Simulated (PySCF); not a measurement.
# Property card for `[SiH3][SiH2]C[Si@H](N)C(OC)=O`

C3H13NO2Si3.
SMILES with atom numbers: `[CH3:1][O:2][C:3](=[O:4])[Si@@H:5]([NH2:6])[CH2:7][SiH2:8][SiH3:9]` (hydrogens: H10, H11, H12 on C1; H13 on Si5; H14, H15 on N6; H16, H17 on C7; H18, H19 on Si8; H20, H21, H22 on Si9)

Among its groups: Si–H bond and C–Si bond.

**GFN2-xTB geometry**

```
Point group of the GFN2-xTB geometry                  : C1
Rotational constants A, B, C of the GFN2-xTB geometry : 2.229, 0.405, 0.360 GHz
```

**PBE0/pcSseg-1 ground state and GIAO shieldings, non-relativistic (PySCF)**

```
Dipole moment                                               : 2.17 D
HOMO energy                                                 : -7.43 eV
LUMO energy                                                 : -0.36 eV
HOMO–LUMO gap                                               : 7.07 eV
Lowest Hirshfeld atomic charge                              : -0.32 e on N6
Highest Hirshfeld atomic charge                             : +0.38 e on Si5
13C chemical shifts (computed TMS as zero) by class         : 188.1 (C3), 50.0 (C1), -5.6 (C7) ppm
1H chemical shifts (computed TMS as zero) by class          : 5.10 (H13), 4.32 (H19), 4.06 (H18), 3.97 (H10/H11/H12), 3.46 (H20/H21/H22), 0.68 (H14/H15), 0.36 (H16), 0.06 (H17) ppm
Isotropic shieldings of nuclei other than C and H, by class : 252 (N6), -161 (O4), 126 (O2), 381 (Si5), 431 (Si8), 466 (Si9) ppm
Mayer bond orders between heavy atoms                       : C1–O2 0.86, O2–C3 1.06, C3–O4 1.89, C3–Si5 0.78, Si5–N6 1.08, Si5–C7 0.91, C7–Si8 0.93, Si8–Si9 0.91
```

Monoisotopic mass (most abundant isotopes): 179.0254 u.

The dipole equals about 7.2 × 10⁻³⁰ C·m (1 D = 3.33564 × 10⁻³⁰ C·m). A dipole of 2.17 D is allowed in C1, and pure rotational transitions are dipole-allowed. The rotational constants make it an asymmetric top with κ = (2B − A − C)/(A − C) = -0.95, nearer the prolate limit (−1). With B = h/(8π²I), that is 505.379 GHz u Å² over I, the principal moments of inertia are 226.7, 1249.2 and 1403.5 u Å² (most abundant isotopes).

Isolated species at its GFN2-xTB geometry (one conformer only). GFN2-xTB frequencies show an imaginary mode (38i cm⁻¹), so this geometry is no minimum at that level. NMR classes are plain means over equivalent atoms (diastereotopic ones count apart unless rotation or inversion swaps them), as if these changed places fast; in this geometry the members of some classes differ.
